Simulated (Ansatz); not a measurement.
A nudged elastic band was laid between two geometries of CH6BFSi2 (11 atoms, charge 0, multiplicity 1).

Theory: RKS PBE-D4/def2-SVP (Ansatz 0.2.0).

```yaml
movable_images: 7
climbing_image: yes
spring: 5.0 eV/Å²
optimiser: quadratic models (default)
start_path: IDPP
force_threshold: 0.05 eV/Å
iteration_limit: 34
end_points: relaxed
```

Image 0:

```xyz
11
Properties=species:S:1:pos:R:3
F -2.432 1.381 -0.378
Si -0.838 1.356 -0.768
C 0.286 -0.308 -1.393
B 0.410 0.163 0.015
Si 0.631 -0.773 1.764
H -0.720 2.222 -1.985
H 0.315 0.316 -2.315
H 0.303 -1.379 -1.677
H 0.968 -2.235 1.602
H 1.752 -0.129 2.543
H -0.612 -0.670 2.612
```

Image 8:

```xyz
11
Properties=species:S:1:pos:R:3
F -0.856 2.686 0.133
Si -0.013 1.599 -0.762
C -0.602 -0.357 -1.273
B 0.382 -0.158 -0.172
Si 0.686 -1.070 1.577
H 0.077 2.205 -2.129
H -0.593 0.120 -2.280
H -1.386 -1.140 -1.247
H 2.158 -1.352 1.757
H 0.257 -0.204 2.735
H -0.045 -2.386 1.682
```

**Question.** What changes between the two ends?

**Answer.** No bond is made or broken. The dihedral Si2–B4–Si5–H11 goes from 11 to 135°. The two ends are copies of one structure, up to a mirror image or an exchange of like atoms.

**Question.** Give the energies along the band, and the barrier.

**Answer.** The run converged. The highest image is number 4 of 0 to 8, 0.025 eV above the ends, which have the same energy within 2 meV. A vibrational analysis at the climbing image gives one clearly imaginary mode, 79i cm⁻¹: a first-order saddle point.

```
image  path coordinate (Å)  energy (eV)  dihedral Si2–B4–Si5–H11 (°)
    0                 0.00        0.000                           11
    1                 0.55        0.004                           27
    2                 1.10        0.013                           43
    3                 1.64        0.022                           59
    4                 2.19        0.025                           74
    5                 2.74        0.021                           90
    6                 3.29        0.011                          105
    7                 3.84        0.003                          120
    8                 4.39        0.000                          135
```

**Question.** What is the geometry of the highest image?

**Answer.** 
```xyz
11
Properties=species:S:1:pos:R:3
F -1.536 2.374 0.021
Si -0.318 1.584 -0.744
C -0.297 -0.434 -1.353
B 0.425 -0.040 -0.109
Si 0.711 -0.929 1.659
H -0.188 2.257 -2.076
H -0.255 0.081 -2.340
H -0.844 -1.390 -1.464
H 1.661 -2.094 1.522
H 1.289 0.006 2.689
H -0.583 -1.472 2.216
```

Run time: 2.7 min on 2 threads of Intel(R) Xeon(R) Processor @ 2.50GHz (Skylake/Cascade Lake), on a shared host, peak memory 0.15 GiB.
